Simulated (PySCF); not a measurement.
Gas-phase reaction: 2 TiOCl2 + 4 Cl ⇌ 2 TiCl4 + O2

Method: PySCF energies plus ideal-gas RRHO corrections (1 bar). The comparison is the NASA 1993 polynomial table, which mixes measured and estimated data. After a fit of one offset per element over all species, the range-separated, M06-2X, PBE0/def2-QZVP and CCSD(T)/def2-TZVPP enthalpies, where run, lie to one side of the table for TiOCl2 (-50 kJ/mol): a fault of the table's entry, another state or a shared error of the levels is possible; this was not checked at source. † marks an energy on the PBE0/def2-TZVP geometry and frequencies; other levels use their own. MP2 freezes the core. Open shells (unrestricted): Cl (multiplicity 2), O2 (multiplicity 3); the rest are closed-shell singlets. Spin-orbit splitting is ignored; it lowers the true energy and changes the entropy of Cl. MP2 isn't extrapolated to the basis-set limit. The table's entry may be an old estimate for TiOCl2 (not checked at source).

MP2/def2-SVP† gives ΔH°(298 K) = -659.9 kJ.

Q: What does PBE0/def2-TZVP give, and where does the table lie?

A: PBE0/def2-TZVP: -881.8 kJ. Table: -920.4 kJ.
